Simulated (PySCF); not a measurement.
Polarisability and C₆ of Ba²⁺ (barium, charge +2)

[Xe], closed-shell 1S. Calculation: PySCF 2.14, in ANO-RCC-VTZP (8s7p4d2f1g, 72 functions); the spin-free X2C one-electron Hamiltonian (Gaussian nucleus). Coupled (time-dependent) response in atomic units; α is the mean over directions. The basis has no added diffuse functions, which lowers α and C₆.

| method | mean α (bohr³) | C₆ (like pair) | S(−4) |
| --- | --- | --- | --- |
| UHF | 9.634 | 67.02 | 11.78 |
| PBE | 9.829 | 68.20 | 12.73 |
| PBE0 | 9.709 | 67.29 | 12.22 |
| BLYP | 9.901 | 68.73 | 13.06 |

S(−4) is the Cauchy moment in α(ω) = α(0) + S(−4) ω² + …

α(iu) at BLYP:

| u (hartree) | α(iu) (bohr³) |
| --- | --- |
| 0 | 9.901 |
| 0.0500 | 9.868 |
| 0.100 | 9.772 |
| 0.200 | 9.408 |
| 0.300 | 8.866 |
| 0.500 | 7.525 |
| 0.750 | 5.881 |
| 1.00 | 4.565 |
| 1.50 | 2.871 |
| 2.00 | 1.945 |
| 3.00 | 1.064 |
| 5.00 | 0.4673 |

For an ion, C₆ is the dispersion term alone; charge-induced terms of lower order in 1/R come first.

Spin-orbit coupling, which splits the p, d and f shells strongly at this Z, is absent.
